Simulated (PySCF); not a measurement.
BI₃, SMILES I[B-](I)I, charge -1, multiplicity 2.

Geometry optimised at r2SCAN-D4/def2-SVPD. The def2 effective core potentials stand for the cores of I; spin–orbit coupling is left out.

Two levels are set side by side: PBE/def2-SVPD (PySCF) and B3LYP/def2-SVPD (PySCF). Same geometry, gas phase. Differences are taken from unrounded values.

| quantity | B3LYP |
|---|---|
| α-spin orbital gap (eV) | 3.08 |
| β-spin orbital gap (eV) | 4.87 |
| mean polarisability (bohr³) | 156.8 |

Q: What does PBE give, and how far is it from B3LYP? (Estimate from the structure and the level; the computed values follow.)

A: 
```csv
quantity,PBE,PBE minus B3LYP
α-spin orbital gap (eV),1.81,-1.27
β-spin orbital gap (eV),3.56,-1.30
mean polarisability (bohr³),165.8,9.0
```

Loosely held outer electrons make PBE densities more polarisable. Differences between two approximate levels are no errors against the true value.

Rough cost on one machine, each run with all the roots and properties that it gave: B3LYP against PBE about 1/2.
